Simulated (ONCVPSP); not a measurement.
Before and after: ONCV potential for dysprosium (Dy)

```
Element                 : Dy (Z = 66)
Generator               : ONCVPSP 4.0.1
Type                    : optimised norm-conserving Vanderbilt (ONCV)
Functional              : PBE
Relativity              : scalar-relativistic
Frozen core             : [Kr] 4d10 4f9
Valence charge          : 11
Reference configuration : 5s2 5p6 5d1 6s1.75 (charge +0.25)
Partial waves           : 5s+6s: rc 2.30 bohr, ncon 4, nbas 9, qcut 6 1/bohr, 2 projectors; 5p: rc 2.10 bohr, ncon 4, nbas 7, qcut 6.5 1/bohr, 2 projectors, debl 3.5 Ha; 5d: rc 3.15 bohr, ncon 4, nbas 8, qcut 3.9 1/bohr, 2 projectors, debl 3.5 Ha
Local potential         : polynomial inside 1.75 bohr (lpopt 4, dvloc0 1 Ha)
Core correction         : Teter function, fcfact 3.75, rcfact 1.15
```

All-electron outer shells of the reference configuration (PBE, scalar-relativistic, ld1.x):

| shell | level (eV) | outermost node (bohr) | outermost maximum (bohr) |
| --- | --- | --- | --- |
| 5s | -54.32 | 0.63 | 1.14 |
| 5p | -30.00 | 0.67 | 1.30 |
| 4f | -10.68 | – | 0.53 |
| 6s | -5.52 | 1.54 | 3.27 |
| 5d | -3.70 | 0.76 | 1.91 |

Change: s: rc 3.36.

Cutoffs: the cutoffs (Ha) at which the residual kinetic energy of the hardest occupied pseudo-wave falls to 1 and 0.1 mHa per electron; they do not see the model core or the augmentation charge, which bear on the density cutoff. Errors are all-electron minus pseudo energies relative to the spin-unpolarised reference configuration.

Problem. Predict the effect on cutoff, ghosts and configuration errors.

Solution. The potential gets neither clearly harder nor softer (11 Ha and 16 Ha → 11 Ha and 16 Ha); the p channel sets the loose cutoff, while the largest relative change is in s, which becomes softer; of the 4 tests that both files solve, the error grows in 1 and shrinks in 1 by more than 15 % and 0.3 meV (median size 0.4 → 0.4 meV); neither file shows a bound ghost.

```tsv
quantity	base	changed
cutoff, loose	11 Ha	11 Ha
cutoff, tight	16 Ha	16 Ha
loose cutoff by channel	s 11 Ha, p 11 Ha, d 6.3 Ha	s 4.6 Ha, p 11 Ha, d 6.3 Ha
bound ghosts	none	none
GHOST(+) flags under 300 eV	none	none
error for 5s2 5p6 5d1 6s2, meV [ΔE -1.22 eV]	+0.4	+0.5
error for 5s2 5p6 5d1 6s1, meV [ΔE 5.62 eV]	-0.1	+0.4
error for 5s2 5p6 5d1 6s0, meV [ΔE 18.05 eV]	+8.5	+6.3
error for 5s2 5p6 5d1 6s1.5, meV [ΔE 1.54 eV]	-0.3	-0.3
p: phases at 2.14 bohr within 0.05 rad from the reference energy up to (Ha; the scan ends near 5)	to the end of the scan	to the end of the scan
d: phases at 3.19 bohr within 0.05 rad from the reference energy up to (Ha; the scan ends near 5)	0.6	0.6
rms error of d²Exc/dni dnj with the model core, mHa	2.12	2.29
```
